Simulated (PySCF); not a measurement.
Compound: C₇H₁₃N.
Z-matrix (Å and degrees, PBE0-D3(BJ)/def2-SVP geometry), rows numbered from 1:
```
C 
C   1  1.4998
C   2  1.5093  1  114.35
C   2  1.3498  1  124.39  3  -178.93
C   4  1.4995  2  125.38  1    -2.69
C   4  1.5157  2  120.48  1   179.50
C   6  1.5057  4  111.42  2    81.95
N   7  1.2678  6  128.01  4  -126.47
H   1  1.0962  2  114.00  3   177.22
H   1  1.1036  2  110.47  3   -61.07
H   1  1.1037  2  110.18  3    55.94
H   3  1.1039  2  111.62  1  -109.04
H   3  1.0993  2  111.07  1    10.25
H   3  1.1002  2  112.23  1   130.45
H   5  1.1039  4  110.70  2   119.08
H   5  1.1040  4  110.47  2  -123.59
H   5  1.0964  4  113.83  2    -2.66
H   6  1.1020  4  112.12  2   -40.89
H   6  1.1043  4  109.00  2  -158.86
H   7  1.1053  6  114.90  4    52.07
H   8  1.0280  7  109.79  6    -1.36
```

Level: wB97X-D/def2-SVPD in PySCF, non-relativistic, on one gas-phase PBE0-D3(BJ)/def2-SVP geometry that isn't relaxed in the solvent. The solvent is an IEF-PCM continuum (van der Waals radii × 1.2). The model holds no explicit solvent molecules, cavitation or dispersion.

Gas phase at wB97X-D/def2-SVPD: HOMO -8.38 eV, LUMO 1.66 eV, dipole 2.76 D.

**Question.** What does the continuum do to the energy, the frontier levels and the dipole at wB97X-D/def2-SVPD in dichloromethane and dimethylsulfoxide?

**Answer.** 
| solvent | ε | E(solvent) − E(gas) (kcal/mol) | polarisation term (kcal/mol) | distortion of the solute (kcal/mol) | HOMO (eV) | LUMO (eV) | dipole (D) |
| --- | --- | --- | --- | --- | --- | --- | --- |
| dichloromethane | 8.93 | -5.38 | -6.29 | 0.91 | -8.24 | 1.63 | 3.47 |
| dimethylsulfoxide | 46.83 | -6.38 | -7.68 | 1.30 | -8.23 | 1.62 | 3.60 |

The polarisation term is half the interaction of the solute with the surface charges that it induces; the rest is the cost of distorting the solute's density. The sum is the electrostatic part of solvation alone. From dichloromethane to dimethylsulfoxide the lowering changes by a factor 1.19, Onsager's factor (ε − 1)/(2ε + 1) by 1.15 and ε itself by 5.2.

**Question.** Which radius a makes the point-dipole formula ΔE = −[(ε − 1)/(2ε + 1)]·μ²/a³ give the value in dimethylsulfoxide, with the gas-phase dipole?

**Answer.** μ = 1.087 au and |ΔE| = 0.01017 Eh give a = 2.03 Å; the farthest nucleus lies 3.34 Å from the centroid of the nuclei, so such a sphere wouldn't even hold the nuclei. The formula assumes a rigid point dipole at the centre of a sphere.

**Question.** How does the static polarisability (wB97X-D/def2-SVPD, frozen core, with the continuum's full static response) change?

**Answer.** 
```csv
medium,isotropic (au),principal values (au),⟨r²⟩ of the electrons (bohr²)
gas,93.9,"74.1, 101.6, 105.8",1199.0
dichloromethane,123.1,"99.8, 131.9, 137.4",1199.7
dimethylsulfoxide,129.4,"106.8, 137.4, 144.0",1199.8
```

The isotropic value in dimethylsulfoxide is 1.38 times the gas-phase one; no cavity-field correction is applied. ⟨r²⟩ is taken about the centre of nuclear charge.

The pairwise dispersion term of wB97X-D wasn't added to the energies; at a given geometry it leaves orbitals and properties as they are.
